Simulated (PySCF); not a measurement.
Gas-phase reaction: 2 GaCl2 + GaH = GaHCl2 + 2 GaCl, at 600 K and a standard pressure of 1 bar. Level: LDA/def2-TZVP†.

Method: PySCF energies plus ideal-gas RRHO corrections (1 bar). † marks an energy on the PBE0/def2-TZVP geometry and frequencies. Open shells (unrestricted): GaCl2 (multiplicity 2); the rest are closed-shell singlets. Ga: all electrons, no relativistic terms. GaCl2, GaH, GaHCl2: computed as isolated molecules; such fragments, hydroxides, amides, oligomers or adducts are transient or little studied in the gas. The harmonic model lacks anharmonicity and excited electronic states, which grow with temperature; levels with a mode under 35 cm⁻¹ are left out. Soft modes under 120 cm⁻¹ make the harmonic entropy rough for GaCl2.

| species | E (Ha) | H(600 K) − E (kJ/mol) | S°(600 K) (J/mol/K) |
|---|---|---|---|
| GaCl2 | -2839.38859 | 35.7 | 341.5 |
| GaH | -1922.38106 | 27.5 | 221.0 |
| GaHCl2 | -2840.00374 | 59.6 | 348.1 |
| GaCl | -2380.63732 | 22.8 | 265.6 |
E: electronic energy; H − E holds the zero-point and thermal terms. 1 Ha = 2625.5 kJ/mol.

Question: Work out ΔH°, ΔS°, ΔG° and log10 K from these numbers.

Answer: 1. ΔE = 1×(-2840.00374) + 2×(-2380.63732) − 2×(-2839.38859) − 1×(-1922.38106) = -0.12014 Ha = -315.4 kJ.
2. Δ(H − E) = 1×(59.6) + 2×(22.8) − 2×(35.7) − 1×(27.5) = 6.3 kJ, so ΔH° = -309.1 kJ.
3. ΔS° = 1×(348.1) + 2×(265.6) − 2×(341.5) − 1×(221.0) = -24.7 J/K; the number of gas molecules stays the same.
4. ΔG° = ΔH° − TΔS° = -309.1 − 600×(-24.7)/1000 = -294.3 kJ.
5. log10 K = −ΔG°/(RT ln 10) = 25.61, with RT ln 10 = 11.49 kJ/mol; at standard pressures the products are favoured.
6. A shift of 10 kJ in ΔE would move log10 K by 0.87 here.
For scale, ΔH°(298 K) is -309 kJ at this level, -307 kJ at ωB97M-V/def2-TZVP†, and runs from -309 to -236 kJ over the 20 levels computed.
